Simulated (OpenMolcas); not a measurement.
Rh4+ among 6 point charges of -1.7 e arranged as an octahedron (Oh).

```yaml
Program: OpenMolcas
Method: CASSCF
Basis: ANO-RCC-VDZP [6s5p3d1f]
Scalar_Hamiltonian: DKH2, point nucleus
Active_space: 5 electrons in 5 orbitals (4d)
State_averaging: 2S+1 = 6 even, 1 root; 2S+1 = 4 even, 24 roots; 2S+1 = 2 even, 75 roots
Spin-orbit_coupling: RASSI with atomic mean-field integrals over the reference wave functions
```

All point charges move together. At R = 2 Å |10Dq| is 5949 cm-1, and at R = 2.2 Å it is 3775 cm-1.

A third run gives 7564 cm-1. What distance was it run at?

With a power law R^-n the two known points give n = -ln(3775 / 5949) / ln(2.2 / 2) = 4.77. Then R = 2 × (5949 / 7564)^(1/4.77) = 1.902 Å. The run was at 1.9 Å, so the estimate is off by +0.002 Å.

Without dynamic correlation the repulsion within the d shell is too large (B by tens of per cent), so at a given field states of lower spin stand too high. Point charges give a weaker field than real ligands, and real ions of this kind are as a rule low spin; the high spin found here belongs to the model. This field is weak: 10Dq is about 7564 cm-1, while octahedral complexes of 4d ions of charge 3 and more, computed by the same method with explicit ligands, had a median near 25000 cm-1. Ground spin and moment need not be those of a real site (figures for R = 1.9; the like holds for R = 2, R = 2.2). Point charges carry no covalency, so the field is a model and not that of real ligands. No measured value stands beside these numbers.
